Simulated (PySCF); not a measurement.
## Relaxation of singlet Bi₂Te

Computed with PySCF, PBE0, basis Te def2-TZVP with ECP28, Bi def2-TZVP with ECP60 (scalar-relativistic core potentials, no spin–orbit coupling, density fitting). A (50,194) grid was used.

A hand-made bent start, of C2v symmetry, held to at least that symmetry:

```xyz
3
charge 0 multiplicity 1, angstrom
Te    0.0000    0.0000   -1.2559
Bi    2.3510    0.0000    0.3903
Bi   -2.3510    0.0000    0.3903
```

Q: What does it relax to?

A: It ends at C2v with Te–Bi 2.759 Å (×2); Bi–Te–Bi 108.7° (after a last refinement on a finer grid). A frequency run shows a minimum. Other isomers or separated fragments may lie lower.

Q: How much energy is released, and in how many steps?

A: 10.9 kJ/mol in 5 steps.

Spin–orbit coupling, left out here, can matter for elements this heavy.

The relaxation took roughly 80 core-seconds on a shared host.
